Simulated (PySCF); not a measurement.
Species: C₂H₁₀Al₂O₂.
Geometry (PBE0-D3(BJ)/def2-SVP, Å), atoms numbered from 1 in this order:
```xyz
16
C2H10Al2O2 angstrom
C      2.5174    0.6800    0.0675
O      1.1593    0.3026    0.0611
Al     0.3413   -1.1989   -0.6864
O     -1.1593   -0.3189   -0.0208
C     -2.5152   -0.7028   -0.0280
Al    -0.3503    1.2258    0.6420
H      2.7684    1.2583   -0.8364
H      3.1596   -0.2131    0.1075
H      2.7370    1.2941    0.9547
H      0.6617   -2.5269    0.1299
H      0.4041   -1.1734   -2.2763
H     -2.6008   -1.7989    0.0325
H     -3.0154   -0.3575   -0.9471
H     -3.0365   -0.2743    0.8422
H     -0.4367    1.3005    2.2294
H     -0.6554    2.4996   -0.2617
```

Level: PBE0/def2-SVPD in PySCF, non-relativistic, on one gas-phase PBE0-D3(BJ)/def2-SVP geometry that isn't relaxed in the solvent. The solvent is an IEF-PCM continuum (Bondi radii, 1.10 Å for H, scaled by 1.2). Specific hydrogen bonds and non-electrostatic terms are outside this model.

```
                medium  total energy (Eh)  HOMO (eV)  LUMO (eV)  dipole (D)
             gas phase        -716.858425     -7.575     -0.505       0.123
chloroform (ε = 4.711)        -716.866670     -7.648     -0.285       0.150
```

Task: What is E(solvent) − E(gas) in chloroform, in kJ/mol?

Result: -716.866670 − (-716.858425) = -0.008245 Eh = -21.65 kJ/mol.

Task: Scale it by Onsager's factor (ε − 1)/(2ε + 1) to acetone (ε = 20.49), and compare with the calculation.

Result: The factor goes from 0.356 to 0.464, a ratio of 1.304, which gives -28.22 kJ/mol. The calculation gives -28.68 kJ/mol (total energy -716.869347 Eh), so the scaled value is 1.6 % too small in size.

Task: Scale the changes of the other columns the same way. What are the values in acetone?

Result: 
| quantity | scaled | computed | difference |
| --- | --- | --- | --- |
| HOMO (eV) | -7.670 | -7.689 | +0.019 |
| LUMO (eV) | -0.218 | -0.231 | +0.013 |
| dipole (D) | 0.158 | 0.157 | +0.001 |

Task: How does each lowering split into the polarisation term (half the interaction with the induced surface charges) and the distortion of the solute's density?

Result: chloroform: -23.93 + 2.28 kJ/mol, the distortion taking back 10 % of the polarisation term; acetone: -32.64 + 3.96 kJ/mol, the distortion taking back 12 % of the polarisation term.
